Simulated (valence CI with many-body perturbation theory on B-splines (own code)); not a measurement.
Values are calculated unless marked as measured or tabulated.
Ladder of approximations for Sm LVIII

Method: relativistic CI+MBPT: three valence electrons over a frozen Dirac-Fock core [He], radial functions for each j: 11 s, 11 p, 9 d, 7 f, 5 g, 2 h, 1 i, with the one-electron correlation potential Σ1, the two-electron term Σ2, the three-electron term Σ3, Breit, model QED; selected CI, second order for the rest (own B-spline code, finite nucleus).

The last digits are not significant, and no measured levels were compared; by estimate large intervals hold to a few tenths of a per cent, small ones and those within an open d or f shell to about a per cent.

Each rung adds one term. CI alone is the Dirac-Coulomb CI over the frozen core; QED comes last and gives the full result, which names the levels. Energies are above (2s^2 2p1/2) J=1/2 on the same rung, in Ry.

Levels are named by their leading jj configuration (3d3/2^4 stands for four electrons in 3d with j = 3/2), which in mixed levels can hold well under half, so a name can repeat and another be missing. Letters in brackets count levels of one name in rising energy.

| Level | CI alone | Σ1 | Σ2 | Σ3 | Breit | QED | Full |
| --- | --- | --- | --- | --- | --- | --- | --- |
| (2s 2p1/2^2) J=1/2 | 14.84 | -0.021 | -0.008 | -0.001 | +0.790 | -0.724 | 14.87 |
| (2s^2 2p3/2) J=3/2 | 49.15 | +0.010 | 0.000 | 0.000 | -0.753 | +0.064 | 48.47 |
| (2s 2p1/2 2p3/2) J=3/2 [a] | 59.52 | -0.011 | -0.004 | +0.001 | -0.003 | -0.645 | 58.86 |
| (2s 2p1/2 2p3/2) J=5/2 | 62.62 | -0.011 | -0.006 | -0.001 | -0.449 | -0.646 | 61.50 |
| (2s 2p1/2 2p3/2) J=1/2 | 66.40 | -0.011 | -0.022 | -0.004 | +0.029 | -0.650 | 65.75 |
| (2s 2p1/2 2p3/2) J=3/2 [b] | 66.76 | -0.011 | -0.016 | -0.004 | -0.234 | -0.648 | 65.85 |
| (2p1/2^2 2p3/2) J=3/2 | 82.30 | -0.032 | -0.030 | -0.004 | +0.629 | -1.355 | 81.51 |
| (2s 2p3/2^2) J=5/2 | 110.23 | -0.001 | -0.004 | -0.001 | -0.998 | -0.567 | 108.66 |
| (2s 2p3/2^2) J=1/2 | 116.20 | 0.000 | -0.006 | -0.004 | -0.550 | -0.569 | 115.07 |
| (2s 2p3/2^2) J=3/2 | 116.60 | -0.001 | -0.021 | -0.004 | -0.866 | -0.571 | 115.14 |
| (2p1/2 2p3/2^2) J=3/2 | 128.60 | -0.022 | -0.029 | -0.004 | -0.099 | -1.296 | 127.15 |
| (2p1/2 2p3/2^2) J=5/2 | 130.61 | -0.022 | -0.026 | -0.004 | -0.534 | -1.295 | 128.73 |
| (2p1/2 2p3/2^2) J=1/2 | 133.37 | -0.022 | -0.023 | -0.004 | +0.044 | -1.294 | 132.07 |
| (2p3/2^3) J=3/2 | 180.43 | -0.011 | -0.023 | -0.004 | -0.854 | -1.217 | 178.32 |
| (2s^2 3s) J=1/2 | 520.80 | +0.031 | -0.005 | -0.004 | -1.134 | +0.194 | 519.89 |
| (2s^2 3p1/2) J=1/2 | 525.86 | +0.026 | -0.005 | -0.004 | -0.923 | -0.027 | 524.93 |
| (2s 2p1/2 3s) J=1/2 [a] | 530.81 | +0.010 | -0.003 | -0.004 | -0.457 | -0.506 | 529.85 |
| (2s 2p1/2 3s) J=3/2 | 532.65 | +0.010 | -0.009 | -0.004 | -0.662 | -0.503 | 531.48 |
| (2s 2p1/2 3s) J=1/2 [b] | 534.36 | +0.010 | -0.006 | -0.004 | -0.555 | -0.514 | 533.29 |

The middle columns are the shifts that each term adds.

(1) How does the ionisation energy move along the ladder, and which term matters most?

## Answers

(1) CI alone 12600, + Σ1 12601, + Σ2 12601, + Σ3 12600, + Breit 12582, + QED 12582 eV. The largest step is Breit, -18 eV. NIST lists 12588 ± 6 eV (theoretical).
